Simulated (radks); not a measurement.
Values are calculated unless marked as measured or tabulated.
Spherical quantum dot in the effective-mass picture: electrons in a hard-walled sphere of radius 8.45, with a point charge +1 (a donor) at the centre, all in effective atomic units (hartree* = m*/eps^2 hartree, bohr* = eps/m* bohr), one dielectric constant everywhere. Level of theory: non-relativistic Kohn-Sham, LDA (Slater exchange, Perdew-Wang correlation), spin-polarised, spherical densities (a radial shooting solver with Libxc functionals). Levels are named by radial order and angular momentum (1s, 1p, 1d, 2s, ...), and open shells are averaged over m. Results are scaled to m* = 0.027 and eps = 10.4, for which hartree* = 6.793 meV and bohr* = 20.38 nm.

N = 12, configuration 1s2 1p6 1d(up 3, down 0) 2s(up 1, down 0). This is the lowest configuration that the search found. Occupied and some empty levels:

| level | occupation | eigenvalue (meV) | <r> (nm) |
|---|---|---|---|
| 1s up | 1 | 10.842 | 90.63 |
| 1s down | 1 | 11.066 | 112.5 |
| 1p up | 3 | 11.190 | 122.1 |
| 1p down | 3 | 11.333 | 121.9 |
| 2s up | 1 | 11.344 | 65.88 |
| 1d up | 3 | 11.607 | 125.5 |
| 1d down | 0 | 11.751 | 125.4 |
| 2s down | 0 | 12.029 | 52.88 |
| 1f up | 0 | 12.182 | 128.4 |
| 1f down | 0 | 12.327 | 128.3 |
| 1g up | 0 | 12.904 | 130.8 |
| 1g down | 0 | 13.050 | 130.9 |
| 2p up | 0 | 13.482 | 84.97 |
| 2p down | 0 | 13.647 | 87.29 |

Energy (meV): total 62.0311, kinetic 18.282, external -19.620, Hartree 78.069, exchange-correlation -14.700.

Electron density:

| r (nm) | n(r) (e/nm^3) |
|---|---|
| 9.07 | 0.00001446 |
| 21.9 | 4.225e-06 |
| 34.8 | 1.354e-06 |
| 47.7 | 5.378e-07 |
| 60.5 | 3.439e-07 |
| 73.4 | 3.783e-07 |
| 86.3 | 5.285e-07 |
| 99.1 | 7.409e-07 |
| 112 | 9.377e-07 |
| 125 | 9.937e-07 |
| 138 | 8.017e-07 |
| 151 | 4.110e-07 |
| 163 | 7.313e-08 |
